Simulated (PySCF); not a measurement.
Vertical excitations of a molecule C3H5, multiplicity 2 from TDA-PBE0/def2-SVPD (PySCF 2.14.0), as energy in eV (oscillator strength): 3.59 (0.002), 4.56 (0.003), 4.78 (0.000), 5.89 (0.006), 6.77 (0.004), 7.11 (0.000), 7.16 (0.104), 7.28 (0.012), 7.48 (0.009), 7.94 (0.094). Geometry: B3LYP-D3(BJ)/def2-TZVP. One conformer was computed; it need not be the lowest.

### Question
Identify the compound among the candidates.
A) [CH]=CC
B) C=[C]C
C) [CH2]C=C

### Answer
B, C=[C]C
